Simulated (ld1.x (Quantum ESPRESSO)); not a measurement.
**Transferability test, TM potential for Se**

| Quantity | Value |
| --- | --- |
| Element | selenium (Se) |
| Generator | ld1.x (Quantum ESPRESSO) 7.5 |
| Type | norm-conserving Troullier–Martins (Kleinman–Bylander form) |
| Functional | PW91 |
| Relativity | scalar-relativistic |
| Frozen core | [Ar] 3d10 |
| Valence charge | 6 |
| Reference configuration | 4s2 4p2 (charge +2) |
| Partial waves | 4s (bound): rc 1.45 bohr; 4p (bound): rc 1.30 bohr |
| Local potential | all-electron potential smoothed inside 1.15 bohr (lloc = -1) |
| Core correction | a·sin(br)/r model core inside 0.90 bohr |

Energies are relative to the spin-unpolarised reference configuration 4s2 4p2; without spin polarisation the order of configurations can differ from experiment. The frozen-core shift is the all-electron ΔE with the core orbitals held at their reference shape minus the fully relaxed ΔE.

```
valence configuration  charge  ΔE all-electron (eV)  error AE − PS (meV)  frozen-core shift (meV)
              4s2 4p4       0               -31.326                 +2.6                      +19
              4s2 4p3      +1               -20.424                 -0.3                     +7.4
              4s2 4p1      +3                30.969                  -22                      +27
              4s0 4p6       0                -9.309                 +8.6                     -0.4
              4s1 4p4      +1                -8.863                 +3.9                     -0.8
              4s2 4p0      +4                73.280                 -139                     +144
            4s2 4p4.3    -0.3               -32.933                 +4.8                      +21
```

Levels in the configuration 4s2 4p4:

```json
{"level": "4s", "all-electron (eV)": "-17.360", "pseudo (eV)": "-17.342"}
{"level": "4p", "all-electron (eV)": "-6.561", "pseudo (eV)": "-6.566"}
```

A variational frozen-core shift is positive and of second order in the change. This column holds negative values, so the frozen-core run of ld1.x carries numerical noise or an error of first order here, and the column gives no more than the rough size of the effect.

Note: ghost states, extra bound levels that the all-electron valence spectrum of the same l lacks: s at -58.8 eV, d at -17.0 eV. A true bound ghost makes a file unfit for plane-wave use.
